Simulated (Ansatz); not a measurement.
The same path of CH5FGe (8 atoms, charge 0, multiplicity 1) was run twice with different band settings. Lost on the way: Ge1–C2, Ge1–H6. Made: C2–H6.

Method: RKS r2SCANh/def2-SVP in Ansatz.

Relaxed end points:

```xyz
8
Properties=species:S:1:pos:R:3
Ge 0.453 -0.051 0.055
C 0.931 -0.012 1.927
H 0.033 -0.117 2.549
H 1.623 -0.832 2.166
H 1.419 0.942 2.168
H 1.654 0.161 -0.875
F -0.607 1.311 -0.217
H -0.355 -1.295 -0.336
```

```xyz
8
Properties=species:S:1:pos:R:3
Ge -0.079 0.331 -0.904
C 1.390 0.021 1.768
H 0.344 0.348 1.693
H 1.430 -0.919 2.329
H 1.973 0.797 2.275
H 1.837 -0.148 0.775
F -1.423 0.899 0.087
H -0.322 -1.223 -0.585
```

Common settings: movable images 7; climbing image yes; optimiser quadratic models (default); start path through a guess of the saddle point; force threshold 0.03 eV/Å; iteration limit 60; end points relaxed.

| run | spring |
| --- | --- |
| 1 | 5.0 eV/Å² |
| 2 | 2.0 to 10.0 eV/Å², energy-weighted |

(1) What does each run give, and how far can it be trusted?

## Answers

(1) Run 1: converged after 15 iterations, highest image 2.847 eV above the first end. Neighbouring images differ by up to 1.9 eV, so the band resolves the path poorly. A vibrational analysis at the climbing image gives one clearly imaginary mode, 1184i cm⁻¹: a first-order saddle point.
Run 2: converged after 15 iterations, highest image 2.847 eV above the first end. Neighbouring images differ by up to 1.2 eV, so the band resolves the path poorly. Another band between the same ends (7 images) ends at a top of the same energy, where a vibrational analysis finds 1 clearly imaginary mode.
The orbitals stay closed-shell, which can raise the energy where a bond breaks towards radicals; this wasn't checked here.
